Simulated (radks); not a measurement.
Results of a calculation; reference values are marked as such.
The nuclear charge of the silicon ion Si+ is varied continuously with 13 electrons held in [Ne] 3s2 3p1. Level of theory: non-relativistic Kohn-Sham, PBE, spin-polarised, spherical densities, point nucleus; open shells are filled with parallel spins first (a radial shooting solver on a logarithmic mesh with Libxc functionals). By the Hellmann-Feynman theorem dE/dZ = E(electron-nucleus)/Z, the electronic potential at the nucleus.

Z      E (hartree)  E(electron-nucleus)/Z (hartree)  HOMO  e(HOMO) (eV)  <r> HOMO (bohr)
13.5    -265.03188                         -46.6971    3p        -7.085            2.817
13.75   -276.84310                         -47.7923    3p        -9.489            2.613
14      -288.92792                         -48.8860    3p       -12.126            2.443
14.25   -301.28602                         -49.9786    3p       -14.988            2.298
14.5    -313.91713                         -51.0701    3p       -18.070            2.172
14.75   -326.82100                         -52.1608    3p       -21.367            2.062
15      -339.99746                         -53.2508    3p       -24.878            1.964

The central difference of E at Z = 14 is -48.886 hartree, to compare with the third column; the second derivative is -4.37 hartree.
